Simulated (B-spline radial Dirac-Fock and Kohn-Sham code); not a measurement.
**The free gallium atom: differential elastic cross section for electrons at 51 eV**

Method: relativistic (Dirac) partial waves in the static field of the Dirac-Fock atom with Furness-McCarthy exchange, without polarisation or absorption potentials. Computed with an atomic code on a B-spline grid. Below a few hundred eV the neglected polarisation potential matters, most of all at small angles.

```tsv
θ (°)	dσ/dΩ (a₀²/sr)	Sherman function
0	37.8	0.000
10	26.3	0.000
20	8.91	0.001
30	1.15	-0.006
40	0.227	-0.064
50	0.946	-0.014
60	1.18	-0.007
70	0.821	-0.007
80	0.350	-0.019
90	0.119	-0.080
100	0.144	-0.083
110	0.242	-0.051
120	0.255	-0.040
130	0.182	-0.037
140	0.146	-0.021
150	0.262	-0.001
160	0.524	0.002
170	0.796	0.001
180	0.912	0.000
```

Question: What integrated cross sections go with this distribution?

Answer: The total elastic cross section is 14.4 a₀², the first transport cross section 4.54 a₀² and the second, weighted with (3/2) sin²θ, 6.10 a₀². The mean deflection is ⟨1 − cos θ⟩ = 0.314, and 10 % of the collisions scatter beyond 90°.

On this grid of angles the cross section has minima near 40°, 90°, 140°, from interference among the few low partial waves with large phase shifts.
